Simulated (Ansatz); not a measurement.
Computed with Ansatz on PBE0-D4/def2-TZVP structures; ΔE is electronic, products minus reactants. CBS: MP2 limit from def2 TZ/QZ plus the TZ coupled-cluster correction, frozen cores. DFT in def2-TZVPP. B3LYP here is the variant with VWN-RPA as its local correlation; programs differ in this. One conformer a species, not always the lowest.

Consider the formal exchange of groups at a C–Si bond: `C[SiH2][CH2][AlH2]` + `N[SiH2]O[SiH3]` → `C[SiH2]O[SiH2]N` + `[AlH2][CH2][SiH3]`.

(1) Is it downhill or uphill in electronic energy at CCSD(T)/CBS, and by how much? (Estimate.)

(2) What do these levels give: PBE-D4, B3LYP-D4, ωB97M-V, B2PLYP, PBE, r2SCAN, B3LYP, CCSD/def2-TZVPP, HF/def2-QZVPP, MP2/def2-QZVPP, HF/CBS(def2), CCSD/CBS(def2)? (Best estimate.)

Largest T1 diagnostic among the species: 0.011.

Answers

(1) Ansatz gave: Downhill: ΔE = -7.9 kJ/mol.

(2) Computed: PBE-D4 -8.9, B3LYP-D4 -8.5, ωB97M-V -8.5, B2PLYP -8.6, PBE -9.3, r2SCAN -9.3, B3LYP -9.2, CCSD/def2-TZVPP -8.2, HF/def2-QZVPP -8.0, MP2/def2-QZVPP -7.2, HF/CBS(def2) -8.0, CCSD/CBS(def2) -7.9 kJ/mol.
